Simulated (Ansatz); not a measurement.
`CC[Se]C` and `B[Se]CC` differ in one atom or group.

Ansatz, PBE0-D4/def2-TZVP geometries, multiplicity 1. Each molecule was computed in one conformer, which needn't be the lowest.

Scalar relativity is left out up to krypton.

```json
{"property": "HOMO energy (B3LYP/def2-TZVPP) / eV", "`CC[Se]C`": "-5.74"}
{"property": "LUMO energy (PBE0/def2-TZVPP) / eV", "`CC[Se]C`": "0.39"}
{"property": "LUMO energy (B3LYP/def2-TZVPP) / eV", "`CC[Se]C`": "0.11"}
{"property": "LUMO energy (ωB97M-V/def2-TZVPP) / eV", "`CC[Se]C`": "2.13"}
{"property": "HOMO energy (PBE/def2-TZVPP) / eV", "`CC[Se]C`": "-4.81"}
{"property": "size of the dipole moment (B3LYP/def2-TZVPP) / D", "`CC[Se]C`": "1.54"}
```

Q: Give the same properties after the change, and the shifts. (An estimate is asked.)

A: Ansatz gave: 
| property | `B[Se]CC` | shift |
| --- | --- | --- |
| HOMO energy (B3LYP/def2-TZVPP) / eV | -7.14 | -1.40 |
| LUMO energy (PBE0/def2-TZVPP) / eV | -1.24 | -1.63 |
| LUMO energy (B3LYP/def2-TZVPP) / eV | -1.42 | -1.53 |
| LUMO energy (ωB97M-V/def2-TZVPP) / eV | 0.65 | -1.48 |
| HOMO energy (PBE/def2-TZVPP) / eV | -6.35 | -1.54 |
| size of the dipole moment (B3LYP/def2-TZVPP) / D | 1.77 | 0.23 |

With PBE0 the HOMO falls by 1.41 eV and the LUMO falls by 1.63 eV, so the gap narrows by about 0.22 eV. PBE moves the HOMO by -1.54 eV and ωB97M-V by -1.34 eV. Dipoles are sizes alone; their direction can turn.

B3LYP here is the variant with VWN-RPA as its local correlation; programs differ in this.

Spin–orbit coupling is left out; it splits and shifts lone-pair levels of the heavy atoms by tenths of an eV.
